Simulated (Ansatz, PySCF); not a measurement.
Spin states of CNiO (SMILES [O+]#[C-]->[Ni]), each relaxed with B3LYP-D3(BJ)/def2-TZVP.
State 1 (charge 0, multiplicity 1):
```xyz
3

Ni    -0.9642    -0.7684    -0.8805
O      0.8298     0.7071     0.7325
C      0.1014     0.1087     0.0777
```
State 2 (charge 0, multiplicity 3):
```xyz
3

Ni    -0.97492    -0.91226    -0.91150
O      0.91327     0.55598     0.77286
C      0.02859     0.40365     0.06832
```

| level | energy of the multiplicity-3 state less that of the multiplicity-1 state (eV) | cost |
|---|---|---|
| SVWN5/def2-TZVPP | 2.043 | ×0.5 |
| PBE/def2-TZVPP | 1.562 | ×1 |
| PBE-D3(BJ)/def2-TZVPP | 1.561 | ×1 |
| PBE-D4/def2-TZVPP | 1.560 | ×1 |
| BLYP/def2-TZVPP | 1.466 | ×1 |
| BLYP-D3(BJ)/def2-TZVPP | 1.463 | ×1 |
| BLYP-D4/def2-TZVPP | 1.461 | ×1 |
| r2SCAN-D3(BJ)/def2-TZVPP | 1.081 | ×4 |
| r2SCAN-D4/def2-TZVPP | 1.081 | ×4 |
| r2SCANh/def2-TZVPP | 0.811 | ×6 |
| B3LYP/def2-TZVPP | 0.872 | ×2 |
| B3LYP-D3(BJ)/def2-TZVPP | 0.870 | ×2 |
| B3LYP-D4/def2-TZVPP | 0.868 | ×2 |
| PBE0/def2-TZVPP | 0.759 | ×4 |
| BHLYP/def2-TZVPP | -0.172 | ×3 |
| BHLYP-D4/def2-TZVPP | -0.175 | ×3 |
| wB97X-V/def2-TZVPP | 0.981 | ×6 |
| B2PLYP/def2-TZVPP | 2.106 | ×6 |
| B2PLYP-D3(BJ)/def2-TZVPP | 2.105 | ×6 |
| B2PLYP-D4/def2-TZVPP | 2.104 | ×6 |

The rows run from -0.175 (BHLYP-D4/def2-TZVPP) to 2.106 eV (B2PLYP/def2-TZVPP). The dispersion term adds -0.001 in PBE-D3(BJ), -0.002 in PBE-D4, -0.003 in BLYP-D3(BJ). The 9 functionals in def2-TZVPP without D3 or D4 span 2.278, from BHLYP to B2PLYP.

Singlets are restricted, other states unrestricted; no spin–orbit coupling, no relativity up to Kr; see below for the cores. The largest T1 diagnostic is 0.054.

Correlated levels freeze the inner cores; with def2 sets outer-core shells near the valence are correlated too.

Programs: Ansatz (a quantum-chemistry and plane-wave program) with Gaussian orbitals; PySCF for the dispersion terms. Each number belongs to the level named beside it.

Costs are rough ratios of core time to PBE/def2-TZVPP (about 21 s over the structures, on one shared machine); a dash marks a level with no comparable run of its own.
